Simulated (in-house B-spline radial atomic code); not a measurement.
Results of a calculation; reference values are marked as such.
Be ion on Sb atom: potential, deflection and energy transfer

The pair potential comes from two frozen, spherical free-atom densities (PBE, B-spline radial code, scalar-relativistic past argon): electrostatics plus the change in Thomas-Fermi kinetic and Dirac exchange energy where they overlap, the recipe behind the universal ZBL potential, which averages such potentials (from solid-state densities) over many pairs. It is written V = (Z1 Z2 e²/r) φ(r/a), with e² = 14.3996 eV·Å and a = 0.46850 Å/(Z1^0.23 + Z2^0.23); ZBL's fit is φ = 0.18175 e^(−3.1998x) + 0.50986 e^(−0.94229x) + 0.28022 e^(−0.4029x) + 0.02817 e^(−0.20162x). Where φ falls below 4e-4 it is continued as an exponential.

Masses 9.01 and 121.76 u.

```json
{"x = r/a": "0.1", "φ, this pair": "0.8797", "φ, ZBL": "0.8928"}
{"x = r/a": "0.25", "φ, this pair": "0.7523", "φ, ZBL": "0.7647"}
{"x = r/a": "0.5", "φ, this pair": "0.6007", "φ, ZBL": "0.6096"}
{"x = r/a": "1", "φ, this pair": "0.4104", "φ, ZBL": "0.4164"}
{"x = r/a": "1.5", "φ, this pair": "0.2962", "φ, ZBL": "0.2995"}
{"x = r/a": "2", "φ, this pair": "0.2235", "φ, ZBL": "0.2218"}
{"x = r/a": "3", "φ, this pair": "0.1334", "φ, ZBL": "0.1292"}
{"x = r/a": "4", "φ, this pair": "0.08465", "φ, ZBL": "0.08026"}
{"x = r/a": "5", "φ, this pair": "0.05577", "φ, ZBL": "0.05224"}
{"x = r/a": "6.5", "φ, this pair": "0.03091", "φ, ZBL": "0.02914"}
{"x = r/a": "8", "φ, this pair": "0.0182", "φ, ZBL": "0.01705"}
{"x = r/a": "10", "φ, this pair": "0.009686", "φ, ZBL": "0.008778"}
{"x = r/a": "12", "φ, this pair": "0.005233", "φ, ZBL": "0.00474"}
{"x = r/a": "14.5", "φ, this pair": "0.002336", "φ, ZBL": "0.002328"}
{"x = r/a": "17", "φ, this pair": "0.0009889", "φ, ZBL": "0.001212"}
```

**Question.** At x = 4 the electrostatic, kinetic and exchange parts are 189.48, 358.52 and -37.69 eV. Find r, V and φ.

**Answer.** a = 0.46850/(1.3755 + 2.4703) = 0.12182 Å, so r = 0.48729 Å. V = 189.48 + 358.52 + (-37.69) = 510.31 eV. The bare repulsion is 4 × 51 × 14.3996/0.48729 = 6028.3 eV, so φ = 0.0847, +5.5 % against ZBL's 0.0803. The kinetic (Pauli) term is 70 % of V here.

**Question.** The ion comes in at 25.9 keV with impact parameter 0.2436 Å. The scattering integral gives a centre-of-mass angle of 9.841° and a closest approach of 2.108 a. What are the reduced energy, the energy passed on and the laboratory angles?

**Answer.** ε = E a M2/(Z1 Z2 e² (M1 + M2)) = 25900 × 3.8614e-05 = 1. The most that one collision can pass on is γE with γ = 4 M1 M2/(M1 + M2)² = 0.2566. Here T = γE sin²(θ/2) = 0.2566 × 25900 × 0.007356 = 48.89 eV. The ion turns by arctan(sin θ/(cos θ + M1/M2)) = 9.2°, and the struck atom leaves at (180° − θ)/2 = 85.1°. The closest approach is 0.257 Å. With ZBL the angle would be 9.88° and T = 49.26 eV.
